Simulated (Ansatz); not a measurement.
Reaction (ligand exchange at the Si–C bond): `C=C[Si](O)(Cl)Cl` + H–F → `O[Si](F)(Cl)Cl` + ethylene

Calculated with Ansatz (gas phase, PBE0-D4/def2-TZVP geometries, no zero-point term in ΔE). CBS: MP2 limit from def2 TZ/QZ plus the TZ coupled-cluster correction, frozen cores. This one scheme is used for every species. Functionals use def2-TZVPP. One conformer a species, not always the lowest.

`C=C[Si](O)(Cl)Cl`:

Z-matrix (Å, degrees):
```
Si
C 1 1.833
Cl 1 2.049 2 110.8
O 1 1.625 2 108.2 3 -121.3
Cl 1 2.049 2 110.8 3 117.4
C 2 1.330 1 122.2 3 121.2
H 2 1.087 1 118.2 3 -58.7
H 4 0.959 1 118.7 2 179.6
H 6 1.085 2 121.6 1 0.0
H 6 1.086 2 121.7 1 -180.0
```

H–F:

Z-matrix (Å, degrees):
```
F
H 1 0.920
```

`O[Si](F)(Cl)Cl`:

Z-matrix (Å, degrees):
```
Si
F 1 1.579
Cl 1 2.026 2 106.6
O 1 1.612 2 111.1 3 121.9
Cl 1 2.011 2 108.3 3 -119.9
H 4 0.959 1 118.9 2 -75.5
```

`C=C`:

```xyz
6

C     0.139    0.634    0.124
C    -0.139   -0.635   -0.124
H    -0.203    1.431   -0.527
H     0.722    0.930    0.990
H     0.203   -1.431    0.527
H    -0.722   -0.930   -0.990
```

```csv
species,revPBE-D4 energy (Eh)
`C=C[Si](O)(Cl)Cl`,-1363.73494
H–F,-100.45779
`O[Si](F)(Cl)Cl`,-1385.63376
`C=C`,-78.60239
```

(1) Work out ΔE.

Largest T1 diagnostic among the species: 0.011.

Results:

(1) ΔE = (-1385.63376) + (-78.60239) − (-1363.73494) − (-100.45779) = -0.04342 Eh = -27.2 kcal/mol. CCSD(T)/CBS gives -30.6 kcal/mol.

Leaving LDA and LC-ωPBE aside and taking each functional with its dispersion term where it has one, the values, not all of them listed here, spread over 6.5 kcal/mol, from B97M-V to revPBE-D4. LDA lies +0.9 kcal/mol from PBE without D4. In def2-TZVPP, CCSD(T) changes the Hartree–Fock value by +6.1 kcal/mol (the triples alone add +1.0 kcal/mol) and MP2 by +7.2 kcal/mol.
